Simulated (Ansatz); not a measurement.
Geometry optimisation, Ansatz, RKS PBE/def2-SVP.

input.yaml

```yaml
crystal:
  periodic: [false, false, false]
  atoms:
    - { symbol: Ge, position_ang: [0.0, 0.0, 0.0] }
    - { symbol: F, position_ang: [0.0, 0.0, 1.68] }
    - { symbol: Ge, position_ang: [2.2632, 0.0, -0.7992] }
    - { symbol: H, position_ang: [2.7487, -1.4611, -0.9782] }
    - { symbol: H, position_ang: [2.3309, 0.7367, -2.1612] }
    - { symbol: H, position_ang: [3.1736, 0.7244, 0.225] }
    - { symbol: H, position_ang: [-0.73, 1.2648, -0.5162] }
    - { symbol: Ge, position_ang: [-1.1304, -1.9584, -0.7992] }
    - { symbol: H, position_ang: [-1.8281, -2.673, 0.3861] }
    - { symbol: H, position_ang: [-2.1918, -1.5497, -1.8522] }
    - { symbol: H, position_ang: [-0.1029, -2.92, -1.4487] }
basis:
  gaussian: { orbitals: def2-SVP }
hamiltonian:
  xc: pbe
relax:
  f_tol: 0.02
  max_steps: 40
```

Command:

```bash
$ ansatz run input.yaml --threads 4 --pin off --max-ram 5120MiB --backend cpu --events-out ev --progress --plain --runs-dir out
```

Question: Where does it end, and by what steps?

Answer: It converged. The force dipped under the threshold on the way, but the program's further checks kept it going. After 11 steps the energy has fallen by 0.235 eV; H9 moved furthest, 0.84 Å.

```
step  energy less start (eV)  largest force component (eV/Å)  accepted
   0                  0.0000                           2.966       yes
   1                 -0.1477                           1.432       yes
   2                 -0.1860                           0.278       yes
   3                 -0.2028                           0.024       yes
   4                 -0.2108                           0.014       yes
   5                 -0.2149                           0.182       yes
   6                 -0.2191                           0.101       yes
   7                 -0.2248                           0.014       yes
   8                 -0.2273                           0.160       yes
   9                 -0.2290                           0.105       yes
  10                 -0.2339                           0.006       yes
  11                 -0.2347                           0.018       yes
```

```xyz
11
Properties=species:S:1:pos:R:3
Ge 0.081 -0.142 0.067
F 0.338 -0.543 1.781
Ge 2.321 0.132 -0.879
H 3.111 -1.195 -0.741
H 2.208 0.494 -2.384
H 3.087 1.261 -0.143
H -0.712 1.203 0.079
Ge -1.259 -1.970 -0.858
H -2.475 -2.252 0.062
H -1.769 -1.569 -2.270
H -0.398 -3.255 -0.979
```

Run time: 22 s on 4 threads of Arm Neoverse V1, on a shared host, peak memory 0.23 GiB.
